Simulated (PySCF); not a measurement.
**O⁷⁺: ionisation energy**

O⁷⁺ 1s1 [1s1/2^1, M_J = 1/2] → O⁸⁺ (bare nucleus), as a difference of total energies. Computed with PySCF 2.14 in an even-tempered Gaussian basis (15 s from 3.1 bohr⁻², ratio 2.4; 8 p from 4 bohr⁻², ratio 2.4; 3 d from 12 bohr⁻², ratio 2.6; 3 f from 17 bohr⁻², ratio 2.6), with the two-component X2C-1e Hamiltonian. "Screened" scales the spin-orbit matrix elements by Boettger's factors to mimic the two-electron term; Breit and QED terms are absent.

```csv
method,ionisation energy (eV)
GHF (screened spin-orbit),871.51
GHF (bare spin-orbit),871.51
```

For comparison: 871.41 eV (theoretical estimate listed by NIST; NIST Atomic Spectra Database, ionization energies).
